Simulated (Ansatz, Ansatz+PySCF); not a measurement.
```xyz
3

C     0.0000    0.5249   -0.3523
H     0.0000    1.6127    0.2127
O     0.0000   -0.5952    0.2377
```

Basis set: def2-SVP (spherical functions). Correlated methods keep 2 orbitals frozen. Correlation on ROHF uses semicanonical orbitals with singles. Charge 0, multiplicity 2.

Computed with Ansatz (development build ahead of 0.2.0); each method stands on the lowest determinant of its kind that the runs found.

The atomization energy at this shape (free ground-state atoms in the same class of orbitals less the molecule, no zero-point energy) of doublet CHO:

| method | atomization energy |
| --- | --- |
| ROHF-CCSD(T) | 1073.6 kJ/mol |
| UHF-CCSD(T) | 1071.6 kJ/mol |
| UHF-MP2 | 1073.5 kJ/mol |
| UHF | 700.6 kJ/mol |
| ROHF | 708.0 kJ/mol |

(1) What does ROHF-MP2 give?

Results:

(1) 1115.2 kJ/mol. Caution: the shape is not the minimum. Caution for UHF-CCSD(T), UHF-MP2, UHF: the unrestricted determinant is spin contaminated.
